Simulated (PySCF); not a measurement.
Compound: C8H9F2 (doublet state).
Structure used (PBE0-D3(BJ)/def2-SVP), in Å, numbered top down from 1:
```
atom  x, y, z in Å
F1     2.6182   -0.1660   -1.5003
C2     1.7959    0.5496   -0.6967
F3     2.5736    1.2436    0.1701
C4     0.8792   -0.3771    0.0542
C5    -0.1047   -1.1632   -0.8712
C6    -1.4368   -0.7725   -0.2382
C7    -1.7268    0.6630   -0.5172
C8    -0.8943    1.3541    0.2842
C9    -0.0771    0.3405    1.0663
C10   -1.1348   -0.7759    1.2464
H11    1.2518    1.2766   -1.3255
H12    1.5326   -1.0720    0.6058
H13    0.0858   -2.2446   -0.8149
H14   -0.0243   -0.8655   -1.9266
H15   -2.3680    1.0584   -1.3073
H16   -0.7348    2.4347    0.2973
H17    0.4348    0.7119    1.9636
H18   -1.9788   -0.4571    1.8731
H19   -0.7110   -1.7202    1.6219
```

The hyperfine couplings belong to this conformer and change with its torsions.

As a line formula: `C1[C]2C[C@@H]([C@H](C(F)F)C2)C=1` [radical].

Computed with UKS B3LYP, IGLO-III on C F, pcH-1 on H, non-relativistic, mean-field spin-orbit, GIAO (PySCF 2.14.0). One conformer (not necessarily the lowest) at the PBE0-D3(BJ)/def2-SVP geometry, without solvent, vibrations or thermal averaging. No stability test was run, so a lower SCF solution isn't excluded.

(1) Match the computed a_iso(19F) values +33.8, -0.7 MHz with the sites F1; F3.

Answers

(1) 
```tsv
site	a_iso (MHz)	ρ(0) (bohr⁻³)	position	distance from C6 (Å)	bound to	spin population there	largest |T| (MHz)
F1	-0.7	-0.0002	4 bonds from C6	4.29	C2	0.00	2.3
F3	+33.8	+0.0080	4 bonds from C6	4.51	C2	0.00	18.0
```

ρ(0) is the spin density at the nucleus and T the dipolar tensor. The Mulliken spin populations are largest on C6 (+0.94) and C8 (+0.07). C6 is the only atom above +0.15. The angles at C6 add up to 316.2°, so it is pyramidal.

Examples of negative spin density at the nucleus (bohr⁻³): C10 (-0.0069).
